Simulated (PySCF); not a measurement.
SMILES c1cc2sc(-c3cc4sccc4s3)cc2s1, singlet, GFN2-xTB optimised geometry.

```
22

C     -5.27     0.02     0.00
C     -4.46    -1.07     0.00
C     -3.10    -0.69     0.00
S     -1.59    -1.54     0.00
C     -0.71    -0.02     0.00
C      0.71    -0.02     0.00
C      1.55     1.07     0.00
C      2.90     0.68     0.00
S      4.41     1.53     0.00
C      5.27     0.02     0.00
C      4.46    -1.07     0.00
C      3.10    -0.69     0.00
S      1.59    -1.54     0.00
C     -1.55     1.07     0.00
C     -2.90     0.68     0.00
S     -4.41     1.53     0.00
H     -6.34     0.04     0.00
H     -4.81    -2.09     0.00
H      1.21     2.09     0.00
H      6.34     0.04     0.00
H      4.81    -2.09     0.00
H     -1.21     2.09     0.00
```

Density from PBE0/def2-SVP (PySCF) at that geometry.

Minimum of the electron density along straight lines between bonded atoms, close to the bond critical point (lines longer than 1.1 times the sum of covalent radii, or with two minima, are not listed):

```
bond     length / Å  ρ at the minimum / e bohr⁻³  ∇²ρ there / e bohr⁻⁵  position (fraction from the first atom)
-------  ----------  ---------------------------  --------------------  ---------------------------------------
C1–C2         1.358                        0.322                 -0.81                                     0.51
C2–C3         1.408                        0.294                 -0.71                                     0.49
C3–S4         1.726                        0.212                 -0.46                                     0.48
S4–C5         1.755                        0.203                 -0.41                                     0.53
C5–C6         1.427                        0.287                 -0.71                                     0.50
C6–C7         1.374                        0.313                 -0.77                                     0.51
C7–C8         1.401                        0.298                 -0.73                                     0.49
C8–S9         1.729                        0.211                 -0.46                                     0.48
S9–C10        1.733                        0.211                 -0.45                                     0.53
C10–C11       1.358                        0.322                 -0.81                                     0.51
C8–C12        1.392                        0.308                 -0.75                                     0.50
C11–C12       1.408                        0.294                 -0.71                                     0.49
C6–S13        1.755                        0.203                 -0.41                                     0.47
C12–S13       1.726                        0.212                 -0.46                                     0.48
C5–C14        1.374                        0.313                 -0.77                                     0.51
C3–C15        1.392                        0.308                 -0.75                                     0.50
C14–C15       1.401                        0.298                 -0.73                                     0.49
C1–S16        1.733                        0.211                 -0.45                                     0.47
C15–S16       1.729                        0.211                 -0.46                                     0.48
C1–H17        1.072                        0.286                 -1.12                                     0.64
C2–H18        1.074                        0.285                 -1.10                                     0.64
C7–H19        1.073                        0.285                 -1.10                                     0.63
C10–H20       1.072                        0.286                 -1.12                                     0.64
C11–H21       1.074                        0.285                 -1.10                                     0.64
C14–H22       1.073                        0.285                 -1.10                                     0.63
```
